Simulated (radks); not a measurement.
Task: All-electron atom: Eu+ in [Xe] 4f7 6s1. Calculated with a radial shooting solver on a logarithmic mesh with Libxc functionals: scalar-relativistic Kohn-Sham, SCAN, spin-unpolarised, spherical densities, finite nucleus; meta-GGA in the generalised Kohn-Sham scheme; Fermi nuclear charge, rms radius 5.1115 fm. Some entries of the table are withheld. Estimate them.

orbital,occ.,eigenvalue (eV),<1/r> (bohr^-1),<r^2> (bohr^2)
1s,2,-48442.19,70.22,0.0006794
2s,2,-7982.007,16.29,0.01067
2p,6,-7108.304,15.23,0.008592
3s,2,-1770.754,5.979,0.07092
3p,6,-1496.816,5.621,0.07116
3d,10,-1131.021,5.326,0.06006
4s,2,-360.3733,2.502,0.3614
4p,6,(1),2.302,0.4084
4d,10,-143.4128,(2),0.4976
5s,2,-52.0302,0.9570,2.146
5p,6,-30.6005,0.8030,2.998
4f,7,-8.7114,1.409,1.287
6s,1,(3),(4),17.05

Result: 
(1) 4p eigenvalue (eV): -269.8024
(2) 4d <1/r> (bohr^-1): 2.022
(3) 6s eigenvalue (eV): -8.5206
(4) 6s <1/r> (bohr^-1): 0.3211
